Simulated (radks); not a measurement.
Results of a calculation; reference values are marked as such.
Question: Excited configurations of Hg3+: one electron is placed in a higher orbital outside [Xe] 4f14 5d8. The ground configuration is [Xe] 4f14 5d9. Code: a radial shooting solver on a logarithmic mesh with Libxc functionals. Model: Dirac Kohn-Sham, LDA (Slater exchange, Perdew-Wang correlation), spin-unpolarised, spherical densities, finite nucleus; open shells fill j = l - 1/2 first; Fermi nuclear charge, rms radius 5.4648 fm. Excitation = E - E(ground); binding = E(ion) - E, where the ion is the core of charge +4; n* = 4/sqrt(2 binding) in atomic units, and the quantum defect is n - n*.

outer orbital  excitation (eV)  binding (eV)     n*  quantum defect  eigenvalue (eV)  <r> (bohr)
5f5/2                   33.634        15.439  3.755           1.245          -12.553       3.564
6p1/2                   16.773        32.300  2.596           3.404          -28.012       2.495
6d3/2                   29.935        19.138  3.373           2.627          -16.493       3.689
6f5/2                   38.905        10.169  4.627           1.373           -8.757       6.578
7s1/2                   29.832        19.242  3.364           3.636          -17.122       4.379
7p1/2                   32.733        16.340  3.650           3.350          -14.484       4.935
7d3/2                   37.668        11.405  4.369           2.631          -10.049       6.643
7f5/2                   42.048         7.026  5.566           1.434           -6.188       10.32

Estimate the row for 6s1/2.

Answer: excitation (eV) 7.997; binding (eV) 41.076; n* 2.302; quantum defect 3.698; eigenvalue (eV) -36.104; <r> (bohr) 2.181. The Delta-SCF ionisation energy is 49.073 eV (NIST Atomic Spectra Database: 48.6 eV, measured). Self-interaction in the functional shifts the binding energies and quantum defects, so they are the method's values and not measured ones. Spin polarisation and multiplet splitting are left out, so open shells lie too high by an amount that depends on their filling.

Beside tabulated values, note that spin-unpolarised runs miss the spin-polarisation part of the exchange energy of open shells.
